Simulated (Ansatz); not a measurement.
Two structures of Si4NH14ClO, singlet, reached by relaxing down either side of one saddle point (PBE0-D4/def2-TZVP). Energies are electronic, without zero-point energy. Computed with Ansatz 0.2.0 (basis: def2-TZVPP and def2-QZVPP); correlated methods freeze the cores. Extrapolation: Hartree–Fock as exp(−7.88 √X), correlation as X^−2.97. First:

```
21
angstrom
Si -1.0642 -0.0938 -0.3173
Si -0.8911 1.3224 1.5297
Si 0.2703 0.3760 -2.1744
Si -1.5821 -2.3308 0.0832
Cl -2.8968 0.7379 -1.0874
H 1.7488 -0.1946 0.5811
N 1.1475 -1.0175 0.5987
H 2.1091 2.1192 -0.5728
O 2.3531 1.7533 0.2831
H -2.1800 1.3337 2.2703
H 0.1914 0.9546 2.4884
H -0.6135 2.7106 1.0597
H -0.4520 0.0347 -3.4270
H 0.5689 1.8405 -2.2047
H 1.5822 -0.3320 -2.1750
H -0.6729 -3.2065 -0.7103
H -2.9878 -2.6634 -0.2645
H -1.3578 -2.6474 1.5228
H 1.1011 -1.3536 1.5533
H 1.5824 -1.7383 0.0351
H 2.0435 2.3950 0.9282
```

Second:

```
21
angstrom
Si -0.2823 0.1679 -1.4353
Si -0.1998 1.3969 3.4164
Si 0.6479 -0.9251 -3.2741
Si -1.5906 -1.0024 0.1041
Cl -2.0013 0.9352 -2.5377
H 1.4275 -0.0305 0.7045
N 1.5500 -0.4785 -0.2027
H 0.2623 1.4940 -1.0374
O 0.4031 1.3123 1.8735
H -1.6204 0.9679 3.4641
H 0.6458 0.4755 4.2087
H -0.0939 2.7797 3.9500
H -0.3266 -1.9222 -3.7887
H 0.9497 0.0589 -4.3471
H 1.9143 -1.6463 -2.9412
H -0.7896 -1.7739 1.1024
H -2.4592 -1.9598 -0.6290
H -2.4534 -0.0490 0.8526
H 1.6352 -1.4784 -0.0624
H 2.4172 -0.1476 -0.6103
H -0.0361 1.8254 1.1897
```

(1) Which bonds change from the first to the second?

(2) Give the saddle point's structure and its height above each. (Judge from chemistry; the value comes from the calculation.)

The search had been set up for a ligand exchange through a proton shuttle (forming Si1–N7, H6–O9, Si2–H8, breaking Si1–Si2, H6–N7, H8–O9); from that guess it ended on this step instead.

T1 diagnostic: at most 0.013.

## Answers

(1) Si₄H₉Cl ([SiH3][Si]([SiH3])([SiH3])[Cl]) + H₂O + NH₃ → Si₃H₇Cl ([SiH3][SiH]([SiH3])[Cl]) + SiH₄O ([OH][SiH3]) + NH₃; bonds formed: Si1–H8, Si2–O9; bonds broken: Si1–Si2, H8–O9.

(2) Computed: 1.893 eV above the first and 2.602 eV above the second (CCSD(T) at an estimated basis limit (MP2 extrapolated from triple and quadruple zeta, plus CCSD(T) − MP2 in triple zeta)).
```csv
atom,x (Å),y (Å),z (Å)
Si1,-0.6530,0.2751,-0.6010
Si2,-0.4317,1.5100,1.9035
Si3,0.4761,-0.1421,-2.6168
Si4,-1.5244,-1.7741,0.1119
Cl5,-2.3371,1.3398,-1.4026
H6,2.3645,-0.6991,0.3931
N7,1.5524,-1.3008,0.4580
H8,0.5937,1.8491,0.0322
O9,0.8745,2.3621,0.9021
H10,-1.8791,1.6470,1.6103
H11,0.0284,0.2268,2.4745
H12,-0.1979,2.5264,2.9847
H13,-0.3847,-0.8826,-3.5820
H14,0.8675,1.1453,-3.2628
H15,1.7307,-0.9322,-2.4378
H16,-0.7968,-2.9266,-0.4948
H17,-2.9658,-1.9126,-0.2340
H18,-1.3998,-1.9174,1.5937
H19,1.4767,-1.6117,1.4188
H20,1.7348,-2.1151,-0.1162
H21,0.8712,3.3328,0.8655
```

Labels in which every atom is bracketed show which atoms are joined, not bond orders.

For scale, one of the runs: CCSD(T)/def2-TZVPP, 468 basis functions, launched by `ansatz run in.yaml --threads 4 --pin off --events-out ev --progress --plain --max-ram 66560MiB --backend cuda --devices 0, --max-vram 37GiB`. Hardware: 4 CPU threads of an AMD EPYC 7R13 and a share of one NVIDIA H100, shared host. Wall time 48 s; peak host memory 1.3 GiB.
